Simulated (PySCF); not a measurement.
Electron correlation in Cr⁶⁺ (chromium, charge +6)

[Ar], closed-shell 1S. Computed with PySCF 2.14 in an uncontracted even-tempered set (20 s from 0.25 bohr⁻², ratio 2.5; 13 p from 0.33 bohr⁻², ratio 2.5; 5 d from 3.3 bohr⁻², ratio 2.7; 5 f from 4.9 bohr⁻², ratio 2.7), with scalar relativity by spin-free X2C-1e. Frozen: 1s2; 16 electrons correlated; the 23 highest virtual orbitals of each spin left out.

MP2 pair energies summed by pair of shells (mhartree):

```csv
pair,energy,share (%)
2p-2p,-185.07,32.8
3p-3p,-150.91,26.8
2p-3p,-79.82,14.2
2s-2p,-55.20,9.8
3s-3p,-38.61,6.8
2p-3s,-16.55,2.9
2s-3p,-14.57,2.6
2s-2s,-10.11,1.8
3s-3s,-8.88,1.6
2s-3s,-4.25,0.8
```

Total MP2 correlation energy: -563.96 mhartree.

Same-spin part -155.08 and opposite-spin part -408.88 mhartree; SCS-MP2 scales them by 1/3 and 6/5 to -542.35 mhartree.
